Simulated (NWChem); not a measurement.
System: Si2H3, doublet; SMILES [Si][SiH3]

Here is an NWChem input.

```
start job
memory heap 200 mb stack 900 mb global 1100 mb
geometry units angstroms noautoz
  Si    -0.019632     1.343620     0.000000
  Si    -0.007592    -1.038093     0.000000
  H     -0.588768    -1.700520     1.213448
  H      1.474885    -1.313956     0.000000
  H     -0.588768    -1.700520    -1.213448
end
basis spherical
  * library sto-3g
end
dft
  odft
  mult 2
  xc xtpss03 ctpss03
  iterations 150
  mulliken
end
task dft energy
```

Excerpt of the output:

```
             Northwest Computational Chemistry Package (NWChem) 7.3.0
             --------------------------------------------------------

 CS  symmetry detected

                             Geometry "geometry" -> ""
                             -------------------------

 Output coordinates in angstroms (scale by  1.889725989 to convert to a.u.)

  No.       Tag          Charge          X              Y              Z
 ---- ---------------- ---------- -------------- -------------- --------------
    1 Si                  14.0000    -0.01018282    -1.35780407     0.00000000
    2 Si                  14.0000    -0.00997695     1.02393936     0.00000000
    3 H                    1.0000    -0.59443717     1.68347050     1.21344800
    4 H                    1.0000     1.47111107     1.30716491     0.00000000
    5 H                    1.0000    -0.59443717     1.68347050    -1.21344800

 Effective nuclear repulsion energy (a.u.)      65.8795529231

      Symmetry information
      --------------------

 Group name             Cs
 Group number              2
 Group order               2
 No. of unique centers     4

                                 NWChem DFT Module
                                 -----------------

 Summary of "ao basis" -> "ao basis" (spherical)
 ------------------------------------------------------------------------------
       Tag                 Description            Shells   Functions and Types
 ---------------- ------------------------------  ------  ---------------------
 Si                          sto-3g                  5        9   3s2p
 H                           sto-3g                  1        1   1s

      Symmetry analysis of basis
      --------------------------

        a'         16
        a"          5

            General Information
            -------------------
          SCF calculation type: DFT
          Wavefunction type:  spin polarized.
          No. of atoms     :     5
          No. of electrons :    31
           Alpha electrons :    16
            Beta electrons :    15
          Charge           :     0
          Spin multiplicity:     2
          Use of symmetry is: on ; symmetry adaption is: on
          Maximum number of iterations: 150
          AO basis - number of functions:    21
                     number of shells:    13
          Convergence on energy requested:  1.00D-06
          Convergence on density requested:  1.00D-05
          Convergence on gradient requested:  5.00D-04

              XC Information
              --------------
                  TPSS metaGGA Exchange Functional  1.000
             TPSS03 metaGGA Correlation Functional  1.000

             Grid Information
             ----------------
          Grid used for XC integration:  medium
          Radial quadrature: Mura-Knowles
          Angular quadrature: Lebedev.
          Tag              B.-S. Rad. Rad. Pts. Rad. Cut. Ang. Pts.
          ---              ---------- --------- --------- ---------
          Si                  1.10       88           9.0       590
          H                   0.35       45           9.0       434
          Grid pruning is: on
          Number of quadrature shells:   266
          Spatial weights used:  Erf1

      Superposition of Atomic Density Guess
      -------------------------------------

 Sum of atomic energies:        -572.30166302

      Non-variational initial energy
      ------------------------------

 Total energy =    -571.820424
 1-e energy   =    -933.671767
 2-e energy   =     295.971790
 HOMO         =       0.163719
 LUMO         =       0.166738

   Symmetry analysis of molecular orbitals - initial alpha
   -------------------------------------------------------

  Numbering of irreducible representations:

     1 a'          2 a"

  Orbital symmetries:

     1 a'          2 a'          3 a'          4 a'          5 a'
     6 a"          7 a'          8 a'          9 a'         10 a"
    11 a'         12 a'         13 a"         14 a'         15 a'
    16 a"         17 a'         18 a'         19 a'         20 a"
    21 a'

   Symmetry analysis of molecular orbitals - initial beta
   ------------------------------------------------------

  Numbering of irreducible representations:

     1 a'          2 a"

  Orbital symmetries:

     1 a'          2 a'          3 a'          4 a'          5 a'
     6 a"          7 a'          8 a'          9 a'         10 a"
    11 a'         12 a'         13 a"         14 a'         15 a'
    16 a"         17 a'         18 a'         19 a'         20 a"
    21 a'

     ---------------------------------------------
      Total Density - Mulliken Population Analysis
     ---------------------------------------------

    Atom       Charge   Shell Charges
 -----------   ------   -------------------------------------------------------
    1 Si  14    13.79   2.00  2.00  5.89  1.95  1.95
    2 Si  14    13.57   2.00  1.99  5.89  1.40  2.29
    3 H    1     1.21   1.21
    4 H    1     1.22   1.22
    5 H    1     1.21   1.21

     --------------------------------------------
      Spin Density - Mulliken Population Analysis
     --------------------------------------------

    Atom       Charge   Shell Charges
 -----------   ------   -------------------------------------------------------
    1 Si  14     0.97   0.00  0.00  0.02  0.00  0.94
    2 Si  14     0.01   0.00  0.00  0.00  0.00  0.01
    3 H    1     0.01   0.01
    4 H    1     0.00   0.00
    5 H    1     0.01   0.01

   convergence    iter        energy       DeltaE   RMS-Dens  Diis-err
 ---------------- ----- ----------------- --------- --------- ---------
 d= 0,ls=0.0,diis     1   -573.9509224609 -6.40D+02  1.18D-02  2.22D-02
                                                     1.03D-02  2.28D-02
 d= 0,ls=0.0,diis     2   -573.9607483396 -9.83D-03  5.02D-03  2.60D-03
                                                     4.92D-03  2.53D-03
 d= 0,ls=0.0,diis     3   -573.9628692400 -2.12D-03  1.62D-03  6.48D-04
                                                     1.68D-03  6.75D-04
 d= 0,ls=0.0,diis     4   -573.9634025671 -5.33D-04  4.71D-04  1.74D-05
                                                     3.73D-04  1.20D-05
 d= 0,ls=0.0,diis     5   -573.9634203548 -1.78D-05  4.07D-05  1.59D-07
                                                     8.72D-05  4.56D-07
 d= 0,ls=0.0,diis     6   -573.9634208520 -4.97D-07  1.70D-05  6.40D-09
                                                     2.17D-05  5.94D-09
 d= 0,ls=0.0,diis     7   -573.9634208722 -2.03D-08  9.54D-06  1.98D-09
                                                     3.39D-06  7.76D-10

         Total DFT energy =     -573.963420872248
      One electron energy =     -931.383410445064
           Coulomb energy =      334.626288742576
    Exchange-Corr. energy =      -43.085852092895
 Nuclear repulsion energy =       65.879552923135

 Numeric. integr. density =       31.000002336945

                  Occupations of the irreducible representations
                  ----------------------------------------------

                     irrep           alpha         beta
                     --------     --------     --------
                     a'               12.0         12.0
                     a"                4.0          3.0

                    DFT Final Alpha Molecular Orbital Analysis
                    ------------------------------------------

 Vector   14  Occ=1.000000D+00  E=-2.309225D-01  Symmetry=a'
              MO Center=  5.2D-01,  1.2D+00, -3.6D-14, r^2= 2.1D+00
   Bfn.  Coefficient  Atom+Function         Bfn.  Coefficient  Atom+Function
  ----- ------------  ---------------      ----- ------------  ---------------
    20      0.581571  4 H  s                 16      0.457474  2 Si px
    19     -0.273191  3 H  s                 21     -0.273191  5 H  s
    12     -0.199586  2 Si px                 6     -0.106704  1 Si s
     7      0.083508  1 Si px                17     -0.057028  2 Si py
     2      0.033155  1 Si s                  3     -0.032427  1 Si px

 Vector   15  Occ=1.000000D+00  E=-9.918129D-02  Symmetry=a'
              MO Center= -2.0D-03, -6.1D-01,  2.8D-17, r^2= 3.0D+00
   Bfn.  Coefficient  Atom+Function         Bfn.  Coefficient  Atom+Function
  ----- ------------  ---------------      ----- ------------  ---------------
     8      0.573343  1 Si py                17     -0.522980  2 Si py
     6     -0.454071  1 Si s                 15      0.304596  2 Si s
     4     -0.220266  1 Si py                13      0.198847  2 Si py
    20     -0.182246  4 H  s                 19     -0.157865  3 H  s
    21     -0.157865  5 H  s                  2      0.126149  1 Si s

 Vector   16  Occ=1.000000D+00  E=-1.560962D-02  Symmetry=a"
              MO Center= -2.5D-02, -1.3D+00, -2.9D-17, r^2= 1.6D+00
   Bfn.  Coefficient  Atom+Function         Bfn.  Coefficient  Atom+Function
  ----- ------------  ---------------      ----- ------------  ---------------
     9      1.017930  1 Si pz                 5     -0.356920  1 Si pz
    19     -0.137161  3 H  s                 21      0.137161  5 H  s
    18      0.059451  2 Si pz

 Vector   17  Occ=0.000000D+00  E= 4.539960D-03  Symmetry=a'
              MO Center=  1.3D-02, -1.3D+00,  1.9D-17, r^2= 1.6D+00
   Bfn.  Coefficient  Atom+Function         Bfn.  Coefficient  Atom+Function
  ----- ------------  ---------------      ----- ------------  ---------------
     7      1.018206  1 Si px                 3     -0.356269  1 Si px
    20     -0.168343  4 H  s                 19      0.075307  3 H  s
    21      0.075307  5 H  s                  8      0.055040  1 Si py
    16      0.045788  2 Si px

 Vector   18  Occ=0.000000D+00  E= 2.182913D-01  Symmetry=a'
              MO Center= -1.9D-01, -2.4D-01, -6.6D-17, r^2= 2.6D+00
   Bfn.  Coefficient  Atom+Function         Bfn.  Coefficient  Atom+Function
  ----- ------------  ---------------      ----- ------------  ---------------
     8      0.911697  1 Si py                15     -0.799706  2 Si s
    17      0.518095  2 Si py                19      0.344327  3 H  s
    21      0.344327  5 H  s                  6      0.313361  1 Si s
     4     -0.288898  1 Si py                16      0.285389  2 Si px
    11      0.169066  2 Si s                 13     -0.164464  2 Si py

 Vector   19  Occ=0.000000D+00  E= 3.296640D-01  Symmetry=a'
              MO Center=  5.9D-01,  1.4D+00, -9.8D-17, r^2= 1.6D+00
   Bfn.  Coefficient  Atom+Function         Bfn.  Coefficient  Atom+Function
  ----- ------------  ---------------      ----- ------------  ---------------
    20      0.942968  4 H  s                 15     -0.840457  2 Si s
    16     -0.643905  2 Si px                17     -0.590334  2 Si py
    19      0.386766  3 H  s                 21      0.386766  5 H  s
    12      0.190583  2 Si px                13      0.174726  2 Si py
    11      0.158525  2 Si s                  7      0.088332  1 Si px

                     DFT Final Beta Molecular Orbital Analysis
                     -----------------------------------------

 Vector   13  Occ=1.000000D+00  E=-2.299281D-01  Symmetry=a'
              MO Center=  5.5D-01,  1.2D+00,  1.5D-13, r^2= 2.1D+00
   Bfn.  Coefficient  Atom+Function         Bfn.  Coefficient  Atom+Function
  ----- ------------  ---------------      ----- ------------  ---------------
    20      0.590767  4 H  s                 16      0.459119  2 Si px
    19     -0.259706  3 H  s                 21     -0.259706  5 H  s
    12     -0.200034  2 Si px                 6     -0.148629  1 Si s
     7      0.075111  1 Si px                 2      0.048225  1 Si s
    17     -0.032008  2 Si py                 3     -0.029437  1 Si px

 Vector   14  Occ=1.000000D+00  E=-2.290799D-01  Symmetry=a"
              MO Center= -3.9D-01,  1.4D+00, -1.5D-13, r^2= 2.0D+00
   Bfn.  Coefficient  Atom+Function         Bfn.  Coefficient  Atom+Function
  ----- ------------  ---------------      ----- ------------  ---------------
    19      0.495595  3 H  s                 21     -0.495595  5 H  s
    18      0.465699  2 Si pz                14     -0.203659  2 Si pz
     9      0.051527  1 Si pz

 Vector   15  Occ=1.000000D+00  E=-8.787740D-02  Symmetry=a'
              MO Center= -6.1D-03, -7.1D-01,  1.2D-17, r^2= 3.0D+00
   Bfn.  Coefficient  Atom+Function         Bfn.  Coefficient  Atom+Function
  ----- ------------  ---------------      ----- ------------  ---------------
     8     -0.556121  1 Si py                 6      0.517918  1 Si s
    17      0.516991  2 Si py                15     -0.312242  2 Si s
     4      0.214053  1 Si py                13     -0.194908  2 Si py
    20      0.169628  4 H  s                 19      0.154812  3 H  s
    21      0.154812  5 H  s                  2     -0.147333  1 Si s

 Vector   16  Occ=0.000000D+00  E= 2.774917D-02  Symmetry=a'
              MO Center=  1.4D-02, -1.3D+00,  7.5D-18, r^2= 1.6D+00
   Bfn.  Coefficient  Atom+Function         Bfn.  Coefficient  Atom+Function
  ----- ------------  ---------------      ----- ------------  ---------------
     7      1.016994  1 Si px                 3     -0.355216  1 Si px
    20     -0.171699  4 H  s                 19      0.077731  3 H  s
    21      0.077731  5 H  s                 16      0.062716  2 Si px
     8      0.053355  1 Si py

 Vector   17  Occ=0.000000D+00  E= 7.231076D-02  Symmetry=a"
              MO Center= -2.6D-02, -1.2D+00, -7.4D-18, r^2= 1.7D+00
   Bfn.  Coefficient  Atom+Function         Bfn.  Coefficient  Atom+Function
  ----- ------------  ---------------      ----- ------------  ---------------
     9      1.009049  1 Si pz                 5     -0.351357  1 Si pz
    19     -0.158129  3 H  s                 21      0.158129  5 H  s
    18      0.126721  2 Si pz                14     -0.036488  2 Si pz

 Vector   18  Occ=0.000000D+00  E= 2.353132D-01  Symmetry=a'
              MO Center= -2.1D-01, -2.2D-01,  4.8D-18, r^2= 2.6D+00
   Bfn.  Coefficient  Atom+Function         Bfn.  Coefficient  Atom+Function
  ----- ------------  ---------------      ----- ------------  ---------------
     8      0.906850  1 Si py                15     -0.808956  2 Si s
    17      0.473742  2 Si py                19      0.367654  3 H  s
    21      0.367654  5 H  s                  6      0.326475  1 Si s
    16      0.312736  2 Si px                 4     -0.287829  1 Si py
    11      0.169662  2 Si s                 13     -0.149870  2 Si py

     ---------------------------------------------
      Total Density - Mulliken Population Analysis
     ---------------------------------------------

    Atom       Charge   Shell Charges
 -----------   ------   -------------------------------------------------------
    1 Si  14    13.84   2.00  2.00  5.87  1.95  2.02
    2 Si  14    13.72   2.00  1.98  5.88  1.35  2.51
    3 H    1     1.14   1.14
    4 H    1     1.15   1.15
    5 H    1     1.14   1.14

     --------------------------------------------
      Spin Density - Mulliken Population Analysis
     --------------------------------------------

    Atom       Charge   Shell Charges
 -----------   ------   -------------------------------------------------------
    1 Si  14     1.01   0.00  0.00  0.03  0.01  0.97
    2 Si  14    -0.03  -0.00 -0.00 -0.00 -0.01 -0.02
    3 H    1     0.01   0.01
    4 H    1    -0.00  -0.00
    5 H    1     0.01   0.01

     -------------------------------------------
      Total Density - Lowdin Population Analysis
     -------------------------------------------

    Atom       Charge   Shell Charges
 -----------   ------   -------------------------------------------------------
    1 Si  14    13.86   2.00  2.00  5.80  1.94  2.12
    2 Si  14    13.70   2.00  1.98  5.83  1.24  2.64
    3 H    1     1.15   1.15
    4 H    1     1.15   1.15
    5 H    1     1.15   1.15

[...]
```

Level: TPSS/STO-3G, spin-unrestricted. In the optimisation the excess spin sits in a" (Cs, its own frame). Structure relaxed at the PBE0/def2-SVP, spin-unrestricted level. No stability test was run on the SCF state.
